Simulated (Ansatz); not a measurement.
One change: `O[CH](F)[GeH3]` becomes `B[CH](O)[GeH3]`.

Ansatz, PBE0-D4/def2-TZVP geometries, multiplicity 1. Each molecule was computed in one conformer, which needn't be the lowest.

Scalar relativity is left out up to krypton.

```csv
property,`O[CH](F)[GeH3]`
size of the dipole moment (B3LYP/def2-TZVPP) / D,1.71
HOMO energy (ωB97M-V/def2-TZVPP) / eV,-10.57
size of the dipole moment (ωB97M-V/def2-TZVPP) / D,1.70
HOMO–LUMO gap (ωB97M-V/def2-TZVPP) / eV,12.78
HOMO–LUMO gap (PBE0/def2-TZVPP) / eV,8.96
HOMO energy (B3LYP/def2-TZVPP) / eV,-8.10
```

Q: Give the same properties after the change, and the shifts. (Estimate.)

A: Ansatz gave: 
```tsv
property	`B[CH](O)[GeH3]`	shift
size of the dipole moment (B3LYP/def2-TZVPP) / D	2.46	0.75
HOMO energy (ωB97M-V/def2-TZVPP) / eV	-9.52	1.05
size of the dipole moment (ωB97M-V/def2-TZVPP) / D	2.48	0.78
HOMO–LUMO gap (ωB97M-V/def2-TZVPP) / eV	10.77	-2.01
HOMO–LUMO gap (PBE0/def2-TZVPP) / eV	6.78	-2.18
HOMO energy (B3LYP/def2-TZVPP) / eV	-7.18	0.92
```

With PBE0 the HOMO rises by 0.90 eV and the LUMO falls by 1.28 eV, so the gap narrows by about 2.18 eV. PBE moves the HOMO by 0.63 eV and ωB97M-V by 1.05 eV. The zero-point energy changes by 48.1 kJ/mol with +6 modes. Dipoles are sizes alone; their direction can turn.

Positive LUMOs are unbound, so they and the gaps depend on the basis.

B3LYP here is the variant with VWN-RPA as its local correlation; programs differ in this.
